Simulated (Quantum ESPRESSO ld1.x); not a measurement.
The numbers below are computed, except where a source is named.
Dy+, configuration [Xe] 4f10 6s0.5 6p0.5 (fractional occupations, a model configuration). Level of theory: Dirac Kohn-Sham, LDA (Slater exchange, VWN5 correlation), spin-unpolarised, spherical densities, point nucleus; open shells fill j = l - 1/2 first (ld1.x of Quantum ESPRESSO 7.5).

Radial electron density D(r) = 4 pi r^2 rho(r):

```
   r/bohr * D(r) (the largest magnitude, 117, reaches the edge; | marks zero)
 0.003108 |           *
 0.003648 |              *
 0.004247 |                 *
 0.004983 |                     *
 0.005801 |                         *
 0.006808 |                             *
 0.007989 |                                 *
 0.009301 |                                     *
  0.01091 |                                        *
  0.01271 |                                         *
  0.01491 |                                          *
  0.01736 |                                         *
  0.02037 |                                        *
  0.02391 |                                      *
  0.02783 |                                     *
  0.03266 |                                      *
  0.03802 |                                         *
  0.04462 |                                              *
  0.05194 |                                                   *
  0.06095 |                                                      *
  0.07153 |                                                      *
  0.08327 |                                                  *
  0.09772 |                                            *
   0.1138 |                                         *
   0.1335 |                                          *
   0.1554 |                                              *
   0.1824 |                                                *
    0.214 |                                            *
   0.2492 |                                   *
   0.2924 |                         *
   0.3404 |                     *
   0.3995 |                      *
    0.465 |                        *
   0.5457 |                        *
   0.6404 |                   *
   0.7455 |              *
   0.8749 |         *
    1.019 |      *
    1.195 |     *
    1.391 |    *
    1.633 |  *
    1.916 | *
    2.231 |*
    2.618 |*
    3.048 *
    3.576 *
    4.163 *
    4.886 *
    5.734 *
    6.675 *
    7.833 *
    9.119 *
     10.7 *
    12.46 *
```

D(r) has 4 maxima, at r = 0.0147, 0.0650, 0.181, 0.496 bohr, and minima at 0.0283, 0.118, 0.354 bohr, inside which lie 2.01, 11.13, 29.51 electrons.
